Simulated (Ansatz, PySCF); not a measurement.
Torsion C1–Sn2–O3–H7 in CH4OSn (SMILES [CH3][Sn][OH]); at each angle all else is relaxed with GFN2-xTB, and the levels are single points there.
Geometry at 180° (charge 0, multiplicity 1):
```xyz
7

C     -1.0040    -0.0436     0.0501
Sn     0.5431     1.6119     0.0217
O      2.1153     0.2940     0.0293
H     -0.5131    -1.0007    -0.1218
H     -1.7770     0.0831    -0.7120
H     -1.5153    -0.1019     1.0144
H      3.0308     0.5627     0.0213
```

On the grid 0° to 330°, 240° is the highest and 180° the lowest point at MP2/CBS(def2-TZVPP, def2-QZVPP) + ΔCCSD(T)/def2-TZVPP.

Rows in 3-21G, STO-3G carry no dispersion term and start afresh at each structure; the Pople sets are all-electron and without relativity.

Codes used: Ansatz (a program for electronic structure) with Gaussian orbitals; PySCF for 3-21G rows, STO-3G rows. Values without a source in brackets are computed. In def2 rows elements past Kr take small-core potentials, without spin–orbit coupling.

Q: One of these levels gives 3.86 kcal/mol for the energy at 240° less that at 180°. Name it.
A) HF/STO-3G
B) BLYP/def2-TZVPP
C) HF/3-21G

A: C, HF/3-21G. The others give 8.92 (HF/STO-3G), 5.23 (BLYP/def2-TZVPP)
